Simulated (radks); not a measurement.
Species: Br10+. Configuration: [Ar] 3d7. Method: scalar-relativistic Kohn-Sham, LDA (Slater exchange, VWN5 correlation), spin-polarised, spherical densities, finite nucleus; open shells are filled with parallel spins first; Fermi nuclear charge, rms radius 4.1629 fm; computed with a radial shooting solver on a logarithmic mesh with Libxc functionals. Some entries of the table are withheld. Estimate them.

| orbital | occ. | eigenvalue (hartree) | r(max) (bohr) | <r^2> (bohr^2) |
|---|---|---|---|---|
| 1s up | 1 | -497.4579 | 0.02795 | 0.002467 |
| 1s down | 1 | -497.4551 | 0.02795 | 0.002467 |
| 2s up | 1 | -72.50262 | 0.1594 | 0.04242 |
| 2s down | 1 | -72.35930 | 0.1593 | 0.04234 |
| 2p up | 3 | -65.05182 | 0.1275 | 0.03351 |
| 2p down | 3 | -64.94152 | 0.1274 | 0.03342 |
| 3s up | 1 | -16.87649 | 0.4763 | 0.3246 |
| 3s down | 1 | -16.67888 | 0.4770 | 0.3267 |
| 3p up | 3 | -14.49682 | 0.4699 | 0.3339 |
| 3p down | 3 | -14.30006 | 0.4708 | 0.3367 |
| 3d up | 5 | -10.59704 | 0.4076 | (1) |
| 3d down | 2 | -10.38532 | 0.4094 | (2) |

Answer. 
(1) 3d up <r^2> (bohr^2): 0.3262
(2) 3d down <r^2> (bohr^2): 0.3319
